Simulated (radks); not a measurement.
Results of a calculation; reference values are marked as such.
Problem. The nickel ion Ni2.25+, configuration [Ar] 3d(3/2: 4, 5/2: 3.75) (fractional occupations, a model configuration). Level of theory: Dirac Kohn-Sham, PBE, spin-unpolarised, spherical densities, point nucleus (a radial shooting solver on a logarithmic mesh with Libxc functionals).

Spin-orbit splittings of the eigenvalues, e(l+1/2) - e(l-1/2), with zeta = 2 splitting/(2l+1) and mean radii in bohr:

shell  occ.  splitting (eV)  zeta (eV)  <r> j=l-1/2  <r> j=l+1/2
2p        6           17.49      11.66       0.2131       0.2163
3p        6           2.211      1.474       0.7702       0.7801
3d     7.75               ?          ?       0.9459       0.9512

Estimate the 3d splitting.

Solution. 0.2514 eV (zeta = 0.1006 eV).
